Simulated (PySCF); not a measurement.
## A thermochemical cycle for CsLi

CCSD(T) in PySCF with def2-TZVP on every atom (core potentials on Cs), for the lowest determinant that a PBE0 search found; no spin–orbit coupling. CsLi, a singlet (closed shell), has De = 0.60 eV to neutral atoms, and CsLi⁺, a doublet (σ ↑), has De = 0.32 eV to Cs⁺ + Li.

The adiabatic ionisation energy of CsLi, between the minima, is 4.06 eV.

Q: Which ionisation energy of the Cs atom does this level give?

A: IE(Cs) = IE(molecule) + De(ion) − De(neutral) = 4.06 + 0.32 − 0.60 = 3.78 eV; the measured value is 3.894 eV (NIST ASD).

Correlated steps freeze no core orbitals. Weak bonds: CsLi⁺. Basis-set superposition, not corrected here, can be much of De in a small basis, most of all at correlated wavefunction levels. Spin–orbit coupling is left out. For an ion De counts to the pair picked by the measured ionisation energies or electron affinities, which need not be the lowest pair at this level. Where the molecule has an RHF reference, its open-shell atoms are computed with UHF. States were picked by a PBE0 search and need not be the measured ground states.
